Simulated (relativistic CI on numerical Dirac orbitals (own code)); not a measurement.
Nd⁴⁺: M4,5 absorption edge

Computed with this model: Dirac-Coulomb-Breit CI, KLI orbitals optimised for each configuration, a model potential for QED, valence Slater integrals scaled by 0.9, multiplet model of core-to-valence dipole absorption; configurations [Xe] 4f2 → [Ar] 3d9 4s2 4p6 4d10 4f3 5s2 5p6; 80 K; Lorentzian 0.6 eV and Gaussian 0.4 eV FWHM. Energies are those of the free ion, without screening or charge transfer. The branching ratio is the share of the lower-energy edge in the whole absorption, uncertain by about 0.02 where the edges overlap. S is read from ⟨S²⟩ = S(S + 1).

free ion: ground-state S = 0.98, centroid 995.28 eV, branching ratio 0.505. Peaks (eV, height): 984.9 (100), 986.4 (58), 1001.0 (17), 1001.8 (33), 1003.4 (15), 1005.5 (74), 1006.9 (61), 1008.0 (64).

The statistical ratio of this edge is 3/5 = 0.600. Values above it arise where the holes sit mainly in the j = l + 1/2 valence subshell or the ground state has high spin; values below it where core-valence Coulomb terms move weight to the upper edge, as in nearly empty shells.

Strongest unbroadened transitions for free ion:

```
Energy (eV)  Relative strength
     984.37               73.6
     984.94               92.1
     984.98               19.9
     985.35               21.7
     985.53               57.9
     985.54               22.8
     986.55               44.9
     987.05               38.3
    1000.83               22.1
    1001.76               39.3
    1004.84               23.0
    1005.43               91.2
    1005.62               53.1
    1006.68               38.7
    1006.73               26.8
    1007.08               40.9
    1007.95              100.0
    1008.15               24.6
```
